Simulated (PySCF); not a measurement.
**Rb¹¹⁺: ionisation energy**

Rb¹¹⁺ [Ar] 3d8 [3d3/2^4 3d5/2^4, M_J = 4] → Rb¹²⁺ [Ar] 3d7 [3d3/2^4 3d5/2^3, M_J = 9/2], as a difference of total energies. Calculation: PySCF 2.14, in an even-tempered Gaussian basis (17 s from 0.76 bohr⁻², ratio 2.8; 13 p from 0.98 bohr⁻², ratio 2.8; 9 d from 0.98 bohr⁻², ratio 2.8; 4 f from 5.5 bohr⁻², ratio 3); the two-component X2C-1e Hamiltonian. Correlated levels: [Ne] frozen; the 86 highest virtual spinors dropped. "Screened" scales the spin-orbit matrix elements by Boettger's factors to mimic the two-electron term; Breit and QED terms are absent.

```
                    method  ionisation energy (eV)
 GHF (screened spin-orbit)                  355.81
GMP2 (screened spin-orbit)                  357.32
```

Q: How much does correlation contribute at GMP2 (screened spin-orbit)?

A: 357.32 − (355.81) = 1.51 eV, measured against GHF (screened spin-orbit).

The labels give the starting determinants; with spin-orbit coupling the two ends relaxed to ⟨J²⟩ = 20.00, ⟨L²⟩ = 12.07, ⟨S²⟩ = 1.99 and ⟨J²⟩ = 24.75, ⟨L²⟩ = 12.28, ⟨S²⟩ = 3.65.

For comparison: 356 ± 2.5 eV (theoretical estimate listed by NIST; NIST Atomic Spectra Database, ionization energies).
